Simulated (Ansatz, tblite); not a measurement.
Forces on [As7]3- (As7³⁻) at its r2SCAN-D4/def2-SVPD geometry. The state is a singlet with charge -3.

The xTB rows come from tblite. A multiply charged anion in the gas phase is held together partly by the finite basis. At r2SCAN-D4/def2-SVP the highest occupied level of the charge -3 singlet lies above zero (up to 7.91 eV). The electron is either unbound and held by the finite basis, or the level is raised by self-interaction error.

GFN1-xTB (tblite), largest force 0.69 eV/Å:

```xyz
7
positions Å, forces eV/Å
As    1.708    0.622   -0.588    0.450    0.164   -0.155
As    0.205    2.292    0.390   -0.125    0.647    0.187
As   -1.647    0.909    0.880   -0.242    0.144    0.131
As   -0.626   -1.404    1.396   -0.085   -0.212    0.211
As    1.704   -1.107    1.148    0.344   -0.415    0.424
As   -1.607   -0.919   -0.941   -0.236   -0.137   -0.148
As    0.262   -0.393   -2.285   -0.107   -0.192   -0.649
```

GFN2-xTB (tblite), largest force 0.50 eV/Å:

```
As -0.052 -0.019 0.018
As -0.153 0.210 0.108
As 0.224 -0.414 -0.180
As -0.111 0.346 -0.349
As 0.027 -0.197 0.198
As 0.211 0.186 0.418
As -0.146 -0.112 -0.212
```

r2SCAN-D4/def2-SVP (Ansatz), largest force 0.10 eV/Å:

```
As -0.035 -0.013 0.012
As -0.065 0.056 0.039
As 0.041 0.087 0.001
As 0.090 -0.023 0.025
As -0.012 -0.066 0.066
As 0.043 0.000 -0.086
As -0.063 -0.041 -0.057
```
